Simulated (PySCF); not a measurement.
**EPR parameters of C7H11**

Species: C7H11 (doublet state).
Z-matrix (Å and degrees, GFN2-xTB geometry), rows numbered from 1:
```
C 
C   1  1.3664
C   2  1.3817  1  127.12
C   3  1.4855  2  112.24  1   179.77
C   4  1.5357  3  103.73  2   -12.90
C   2  1.5163  1  123.55  3  -178.19
C   6  1.5294  2  109.97  1    74.11
H   1  1.0748  2  121.44  3  -179.95
H   1  1.0751  2  121.09  3    -0.30
H   3  1.0756  2  124.95  1    -1.36
H   4  1.0928  3  112.39  2  -134.64
H   4  1.0969  3  110.32  2   106.42
H   5  1.0889  4  112.39  3   144.05
H   5  1.0907  4  109.43  3   -95.93
H   6  1.0936  2  111.13  1   -46.20
H   7  1.0878  6  110.31  2    58.33
H   7  1.0877  6  110.31  2   -61.29
H   7  1.0882  6  110.57  2   178.70
```

The hyperfine couplings belong to this conformer and change with its torsions.

The species is `[CH2]C1=CCC[C@@H]1C` [radical].

Level of theory: UKS B3LYP, pcH-1 on C H, non-relativistic, mean-field spin-orbit, GIAO (PySCF 2.14.0). Geometry: GFN2-xTB, one conformer, isolated molecule. The geometry wasn't refined by DFT: couplings that depend on bond lengths, twists or pyramidal angles can differ widely from those at the functional's own minimum. Stability of the SCF solution: not tested. ⟨S²⟩ is 0.776 where a pure state has 0.75.

```json
{
  "g1, g2, g3": "2.00220, 2.00276, 2.00295",
  "g_iso": "2.00263",
  "Form of g": "rhombic: the two nearest values differ by 25 % of g3 − g1",
  "⟨S²⟩": "0.7757 (exact 0.7500)",
  "HOMO–LUMO gap, α and β orbitals": "6.04, 5.19 eV"
}
```

Isotropic coupling and dipolar principal values T1 to T3, in MHz; ρ(0) is the spin density at the nucleus:

```csv
atom,isotope,a_iso,T1,T2,T3,Mulliken spin population,ρ(0) (bohr⁻³)
C1,13C,52.6,-50.5,-48.8,99.3,0.67,0.0468
C2,13C,-47.8,-28.2,10.9,17.3,-0.26,-0.0425
C3,13C,56.2,-52.2,-50.9,103.1,0.66,0.0500
C4,13C,-22.4,-1.6,0.7,0.9,-0.06,-0.0199
C5,13C,3.2,-0.8,-0.6,1.4,0.00,0.0028
C6,13C,3.8,-1.1,0.0,1.2,0.01,0.0034
C7,13C,-11.3,-1.1,0.4,0.7,0.00,-0.0100
H8,1H,-40.7,-24.7,-0.1,24.8,-0.03,-0.0091
H9,1H,-38.8,-21.3,-1.4,22.8,-0.03,-0.0087
H10,1H,-40.0,-22.3,-1.6,23.9,-0.03,-0.0089
H11,1H,57.0,-3.2,-2.7,5.9,0.02,0.0128
H12,1H,95.4,-3.7,-2.3,6.0,0.04,0.0213
H13,1H,-0.8,-1.3,-1.0,2.4,0.00,-0.0002
H14,1H,-1.1,-1.9,-1.4,3.3,0.00,-0.0003
H15,1H,-8.7,-2.0,-0.9,2.9,0.00,-0.0019
H16,1H,0.6,-2.2,-0.5,2.7,0.00,0.0001
H17,1H,2.0,-2.0,-1.3,3.3,0.00,0.0004
H18,1H,-2.5,-0.9,-0.4,1.3,0.00,-0.0006
```

The Mulliken spin populations are largest on C1 (+0.67), C3 (+0.66) and C2 (-0.26). The positive populations add up to 1.41 and the negative ones to -0.41, together 2S = 1. The angles at C1 add up to 360.0°, so it is planar; its axial dipolar tensor and the negative couplings of its protons fit spin in a p orbital normal to that plane.

Axes: g2 points within 5° of the C3–C4 bond.

Under fast tumbling the dipolar parts average out, and these isotropic splittings remain (the largest six): 1 × 1H (H12, I = 1/2, 2 lines) with 3.40 mT, 1 × 1H (H11, I = 1/2, 2 lines) with 2.03 mT, 1 × 1H (H8, I = 1/2, 2 lines) with 1.45 mT, 1 × 1H (H10, I = 1/2, 2 lines) with 1.43 mT, 1 × 1H (H9, I = 1/2, 2 lines) with 1.38 mT and 1 × 1H (H15, I = 1/2, 2 lines) with 0.31 mT.

H8 and H9 aren't averaged: C1 is flat or nearly so (angle sum 360°), and its turn about the short C1–C2 bond (1.37 Å) is taken as slow.

The 13C coupling of C3 (56.2 MHz) shows only in satellite lines or after enrichment, since that isotope makes up about 1.07 % of natural carbon.

Examples of negative spin density at the nucleus (bohr⁻³): C2 (-0.0425), C4 (-0.0199) and C7 (-0.0100).

The run took 59 s of wall time (grids of density and orbitals included) on an Arm Neoverse V2 with one thread, shared host, and the process peaked at 1.0 GiB of memory.
